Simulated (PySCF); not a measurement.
## Multinuclear NMR of C4H10OSi

Bonds (- single, = double, # triple, : aromatic): C1=C2, C2-C3, C3-C4, C3-Si5, Si5-O6. C1 carries H7, H8; C2 carries H9; C3 carries H10; C4 carries H11, H12, H13; Si5 carries H14, H15; O6 carries H16. Stereochemistry as in C=C[C@@H](C)[SiH2]O. H7 is cis to C3; H14 is pro-R; H15 is pro-S; H8 is trans to C3.

Computed data (PySCF 2.14.0 with density-fitted response routines): GFN2-xTB geometry, GIAO PBE0/pcSseg-1 shieldings. No relativistic terms, equivalent nuclei averaged, no solvent, one conformer.

(1) What are the ²⁹Si shifts?

(2) Predict the ¹⁷O NMR data.

Results:

(1) 
| atoms | environment | σ (ppm) | δ (ppm) |
| --- | --- | --- | --- |
| Si5 | silicon bonded to C, O, 2 H | 374.6 | -28.0 |

Shieldings were converted by a linear fit to measured shifts: ²⁹Si (scatter 8.9 ppm rms, 25.8 ppm with the 6 outliers that the fit left out vs TMS, solution or neat liquid). A few per cent of atoms miss by over 2 rms, more outside the fitted compound classes.

On a 300 MHz spectrometer ²⁹Si resonates near 59.6 MHz, so 1 ppm is 59.6 Hz.

(2) 
```
atoms             environment  σ (ppm)  δ (ppm)
   O6  oxygen bonded to Si, H    326.4    -30.6
```

Shieldings were converted by a linear fit to measured shifts: ¹⁷O: δ = 266.70 − 0.911σ (rms 10.7 ppm, 155 shifts, 12.2 ppm with the 3 outliers that the fit left out vs liquid water, solution or neat liquid). Occasional misses reach two or three times the rms, and more in compound classes unlike the fitted ones.

On a 500 MHz spectrometer ¹⁷O resonates near 67.8 MHz, so 1 ppm is 67.8 Hz.
